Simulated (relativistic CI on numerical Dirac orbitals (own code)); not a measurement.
# Hyperfine structure of Dy XXXI, mass number 163

Computed by Dirac-Coulomb-Breit CI, orbitals from a KLI potential per configuration, model QED (radiative potential, 1s self-energy scaled to tabulated hydrogen-like ionisation energies), unscaled Slater integrals (own radial code, finite nucleus).

CI space (outside the closed core [Ar] 3d10): 4s²4p⁶, 4s²4p⁵4d, 4s4p⁶4d, 4s²4p⁵4f, 4s4p⁶4f, 4s²4p⁵5s, 4p⁶4d4f, 4s²4p⁵5p, 4p⁶4d², 4p⁵4d³, 4p⁵4d²4f, 4p⁵4d²5s, 4p⁵4d²5p, 4p⁶4f², 4p⁵4d4f², 4p⁵4f³, 4p⁵4f²5s, 4p⁵4f²5p. Double excitations out of closed p, d and f shells are left out; levels of such configurations are missing from the list, as are those of other unlisted configurations, and high levels can miss mixing partners.

Nuclear spin I = 5/2, μ = 0.671 μN, Q = 2.65 b (tables of Stone and Pyykkö). The electronic factors are computed for point nuclear moments, without core polarisation or the Bohr-Weisskopf and QED corrections.

| Level | E (eV) | A (MHz) | B (MHz) |
| --- | --- | --- | --- |
| 4s²4p⁵4d ³P°1 | 123.968 | 5016 | 43000 |
| 4s²4p⁵4d ³F°3 | 127.013 | 6831 | -153000 |
| 4s²4p⁵4d ³D°2 | 128.148 | 6647 | -18200 |
| 4s²4p⁵4d ³F°4 | 134.007 | 4592 | -143000 |
| 4s²4p⁵4d ³D°3 | 141.003 | 3981 | 64700 |
| 4s²4p⁵4d ³D°1 | 152.661 | -2988 | 19700 |
| 4s²4p⁵4d ³F°2 | 174.420 | 20840 | 51000 |
| 4s²4p⁵4d ¹P°1 | 196.416 | -11250 | 4750 |

Levels with J = 0, under 50 % of one LS term, or S terms without an open s electron are left out. Small factors come from cancelling terms and can be off by tens of per cent or more.

At this charge energies of transitions that change n are usually good to better than 1 %, and those within a shell (Δn = 0) to a few per cent.

(1) Give the hyperfine levels of 4s²4p⁵4d ³F°2 relative to its centre of gravity.

Results:

(1) With K = F(F + 1) − I(I + 1) − J(J + 1), E = AK/2 + B[¾K(K + 1) − I(I + 1)J(J + 1)]/[2I(2I − 1)J(2J − 1)]: F = 1/2: -110200, F = 3/2: -101900, F = 5/2: -75260, F = 7/2: -11240, F = 9/2: 116900 MHz.

LS names give the leading component of a level, which can be under half, so a name can repeat, a term be missing and a line seem to break the LS rules.
